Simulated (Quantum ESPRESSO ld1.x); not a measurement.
Sr+, 37 electrons, occupied as [Kr] 5s1. All-electron calculation, scalar-relativistic Kohn-Sham, LDA (Slater exchange, Perdew-Zunger correlation), spin-polarised, spherical densities, point nucleus; open shells are filled with parallel spins first. Program: ld1.x of Quantum ESPRESSO 7.5. Some entries of the table are withheld. Estimate them.

orbital,occ.,eigenvalue (eV),<r> (bohr),<r^2> (bohr^2)
1s up,1,-15919.4,0.03921,0.002071
1s down,1,-15919.4,0.03921,0.002071
2s up,1,-2161.62,0.1727,0.03516
2s down,1,-2161.61,0.1727,0.03516
2p up,3,-1923.11,0.1505,0.02769
2p down,3,-1923.09,0.1505,0.02769
3s up,1,-339.162,0.4931,0.2792
3s down,1,-339.142,0.4931,0.2792
3p up,3,-262.205,0.4992,0.2911
3p down,3,-262.184,0.4992,0.2911
3d up,5,-134.690,0.4986,0.3032
3d down,5,-134.667,0.4986,0.3032
4s up,1,-47.3231,1.355,2.089
4s down,1,-47.2489,1.353,2.082
4p up,3,-29.2389,1.565,2.826
4p down,3,-29.1220,1.558,2.797
5s up,1,-8.8631,3.826,16.47
5s down,0,-8.0506,3.853,16.80
4d up,0,-7.1733,2.813,(1)
4d down,0,-6.6643,2.730,(2)
5p up,0,(3),4.718,(4)
5p down,0,(5),4.913,(6)
6s up,0,-2.7590,8.382,79.06
6s down,0,-2.5873,8.769,86.44
4f up,0,-1.1685,10.51,129.5
4f down,0,-1.0475,12.47,180.1

Answer. 
(1) 4d up <r^2> (bohr^2): 9.625
(2) 4d down <r^2> (bohr^2): 9.117
(3) 5p up eigenvalue (eV): -5.7850
(4) 5p up <r^2> (bohr^2): 25.05
(5) 5p down eigenvalue (eV): -5.0548
(6) 5p down <r^2> (bohr^2): 27.35
